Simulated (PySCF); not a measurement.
Level of theory: PBE/[I def2-SVP with ECP28, Cl def2-SVP], scalar-relativistic core potentials, density fitting, no spin–orbit coupling, PySCF. Open shells, if any, are unrestricted.

Problem. What shape and geometry does isolated singlet ICl₄⁺ take (every ligand bound to I)?

Solution. Counting electrons, iodine keeps 2 of its valence electrons outside its bonds, so the VSEPR class is AX4E1 and the expected shape is see-saw (C2v), as computed. The lowest minimum found is a singlet of C2v symmetry with I–Cl 2.390 Å (×2), I–Cl 2.435 Å (×2); Cl–I–Cl 93.7° (×4), Cl–I–Cl 104.3°, Cl–I–Cl 167.9°. Its harmonic wavenumbers are 45 (a1), 71 (b2), 98 (a1), 114 (a2), 133 (b1), 293 (a1), 315 (a1), 325 (b2), 354 (b1) cm⁻¹ and its dipole moment is 0.34 D about the centre of mass.

Other isomers or separated fragments may lie lower.
